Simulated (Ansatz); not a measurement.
Ansatz (a program for electronic structure) input (CCSDT(Q)/def2-SVP):

Ansatz 0.2 input:
```yaml
crystal:
  periodic: [false, false, false]
  atoms:
    - {symbol: Cu, position_ang: [-0.00000000, -0.00000000, -0.05029224]}
    - {symbol: H, position_ang: [0.00000000, 0.00000000, 1.45847494]}
basis:
  gaussian:
    orbitals: def2-SVP
total_charge: 1
magnetization: {spin_polarized: true, initial_magnetization: 1}
correlation: {method: ccsdt_q, electrons: outside_noble_gas}
```

End of the output:

```
determinant -44594.85632707 eV, -1638.8307425405 hartree, with singles and doubles -44599.80195243 eV, -1639.0124909203 hartree
determinant -44598.35130891 eV, -1638.9591807541 hartree, with singles and doubles -44605.25650955 eV, -1639.2129421973 hartree
determinant -44598.13681372 eV, -1638.9512982013 hartree, with singles and doubles -44605.29125247 eV, -1639.2142189758 hartree
determinant -44598.05861086 eV, -1638.9484242992 hartree, with singles and doubles -44605.30816551 eV, -1639.2148405186 hartree
9 core orbitals not correlated
reference -44598.05861086 eV, -1638.9484242992 hartree; 6, 5 occupied and 21, 22 virtual orbitals, 643 factors
second order -7.83754335 eV of doubles, -0.00000000 eV of singles
coupled cluster: 0.16 GiB planned
cycle   1  -6.77276592 eV  change     1.1e0 eV  update   1.1e-1
cycle   2  -7.26242014 eV  change   -4.9e-1 eV  update   9.3e-2
cycle   3  -7.51889734 eV  change   -2.6e-1 eV  update   3.1e-2
cycle   4  -7.52999644 eV  change   -1.1e-2 eV  update   1.6e-2
cycle   5  -7.52336213 eV  change    6.6e-3 eV  update   9.9e-3
cycle   6  -7.52710917 eV  change   -3.7e-3 eV  update   4.7e-3
cycle   7  -7.53073110 eV  change   -3.6e-3 eV  update   2.2e-3
cycle   8  -7.53110523 eV  change   -3.7e-4 eV  update   1.1e-3
cycle   9  -7.53048333 eV  change    6.2e-4 eV  update   6.8e-4
cycle  10  -7.53155309 eV  change   -1.1e-3 eV  update   4.6e-4
cycle  11  -7.53077829 eV  change    7.7e-4 eV  update   2.3e-4
cycle  12  -7.53084146 eV  change   -6.3e-5 eV  update   1.1e-4
cycle  13  -7.53098917 eV  change   -1.5e-4 eV  update   6.1e-5
cycle  14  -7.53091896 eV  change    7.0e-5 eV  update   3.2e-5
cycle  15  -7.53092340 eV  change   -4.4e-6 eV  update   1.7e-5
cycle  16  -7.53093229 eV  change   -8.9e-6 eV  update   1.3e-5
cycle  17  -7.53094080 eV  change   -8.5e-6 eV  update   6.5e-6
cycle  18  -7.53094077 eV  change    3.3e-8 eV  update   3.6e-6
cycle  19  -7.53094358 eV  change   -2.8e-6 eV  update   2.3e-6
cycle  20  -7.53094432 eV  change   -7.5e-7 eV  update   9.7e-7
perturbative correction 0.03250628 eV, 0.0011945838 hartree
Total energy: -44605.55704890 eV, -1639.2239868145 hartree
```

The spin state was set by rule; other spins were not relaxed.
